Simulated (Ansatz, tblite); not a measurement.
Forces on the cluster Al₅O₉H₃ at its r2SCAN-D4/def2-SVP geometry. Charge 0, multiplicity 1.

The xTB rows come from tblite. The restricted singlet is unstable towards broken spin symmetry in Hartree–Fock (as tested in another run); at PBE-D4/def2-TZVP this wasn't settled. Another isomer (singlet) lies 4.35 eV lower at PBE0-D4/def2-TZVP; other spin states weren't run for this one.

GFN1-xTB (tblite), largest force 1.77 eV/Å:

```xyz
17
positions Å, forces eV/Å
Al    0.864    1.529    2.348    0.259   -0.972   -0.230
Al   -0.441   -2.338   -0.758   -0.852   -0.282    0.278
Al   -0.919   -0.032   -2.862    0.132   -0.056    0.100
Al    0.808   -1.257    1.220    0.178    0.833    0.313
Al   -0.926    0.906   -0.033    0.188   -0.398    0.182
O     1.466    2.619    3.474   -0.004   -0.111   -0.073
O    -0.305   -1.488   -2.268   -0.085   -0.167   -0.625
O    -0.335    1.917    1.200   -0.037    0.559    0.129
O     1.937    0.154    1.646   -1.310   -0.460    1.092
O    -1.141    0.306   -4.506   -0.027    0.091    0.270
O    -0.715   -0.760    0.440   -0.459    0.196   -0.007
O     1.021   -2.622    0.261    0.666   -0.428    0.271
O    -1.294    1.164   -1.659   -0.084    0.317   -0.029
O     0.951   -0.316    2.805    0.783    0.478   -1.479
H    -1.483    1.138   -4.842    0.061   -0.143   -0.001
H     2.124    2.476    4.158   -0.087    0.021   -0.089
H    -1.611   -3.395   -0.623    0.679    0.521   -0.103
```

GFN2-xTB (tblite), largest force 2.31 eV/Å:

```
Al 0.442 0.210 0.370
Al 0.516 -0.285 -0.767
Al 0.070 -0.085 -0.716
Al 0.440 0.321 0.178
Al 0.018 0.022 -0.074
O -0.035 -0.945 -0.384
O -0.555 0.050 0.596
O 0.140 -0.568 -0.147
O -1.819 -0.738 1.225
O -0.090 0.321 0.967
O -0.201 0.543 0.029
O -0.410 0.541 0.355
O 0.314 -0.492 0.549
O 0.818 0.625 -2.058
H 0.165 -0.404 0.037
H -0.293 0.163 -0.272
H 0.480 0.722 0.111
```

PBE-D4/def2-TZVP (Ansatz), largest force 0.37 eV/Å:

```
Al -0.013 -0.338 -0.152
Al 0.141 0.167 0.020
Al -0.001 -0.005 0.239
Al -0.108 0.261 -0.072
Al 0.168 -0.147 0.023
O -0.169 0.286 -0.071
O 0.007 -0.097 -0.128
O -0.088 0.228 0.018
O 0.109 -0.035 0.025
O 0.100 -0.272 -0.143
O -0.189 -0.002 0.076
O 0.082 -0.197 0.002
O -0.094 0.145 -0.046
O 0.033 -0.052 0.088
H -0.092 0.240 -0.013
H 0.161 -0.127 0.130
H -0.047 -0.056 0.004
```
